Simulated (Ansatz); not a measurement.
Start from `O[Si]1(F)C=N1` and change one atom or group to get `O[Si]1(Cl)C=N1`.

Ansatz, PBE0-D4/def2-TZVP geometries, multiplicity 1. Each molecule was computed in one conformer, which needn't be the lowest.

```json
{"property": "HOMO energy (B3LYP/def2-TZVPP) / eV", "`O[Si]1(F)C=N1`": "-6.64"}
{"property": "HOMO–LUMO gap (PBE0/def2-TZVPP) / eV", "`O[Si]1(F)C=N1`": "5.69"}
{"property": "HOMO energy (ωB97M-V/def2-TZVPP) / eV", "`O[Si]1(F)C=N1`": "-9.12"}
{"property": "LUMO energy (PBE0/def2-TZVPP) / eV", "`O[Si]1(F)C=N1`": "-1.16"}
{"property": "HOMO energy (PBE/def2-TZVPP) / eV", "`O[Si]1(F)C=N1`": "-5.49"}
{"property": "LUMO energy (ωB97M-V/def2-TZVPP) / eV", "`O[Si]1(F)C=N1`": "1.18"}
```

(1) What does the change do to each property? (An estimate is asked.)

## Answers

(1) The calculation gave: 
```
                             property  `O[Si]1(Cl)C=N1`  shift
  HOMO energy (B3LYP/def2-TZVPP) / eV             -6.57   0.07
 HOMO–LUMO gap (PBE0/def2-TZVPP) / eV              5.66  -0.03
HOMO energy (ωB97M-V/def2-TZVPP) / eV             -9.01   0.11
   LUMO energy (PBE0/def2-TZVPP) / eV             -1.12   0.04
    HOMO energy (PBE/def2-TZVPP) / eV             -5.46   0.03
LUMO energy (ωB97M-V/def2-TZVPP) / eV              1.21   0.03
```

B3LYP here is the variant with VWN-RPA as its local correlation; programs differ in this.
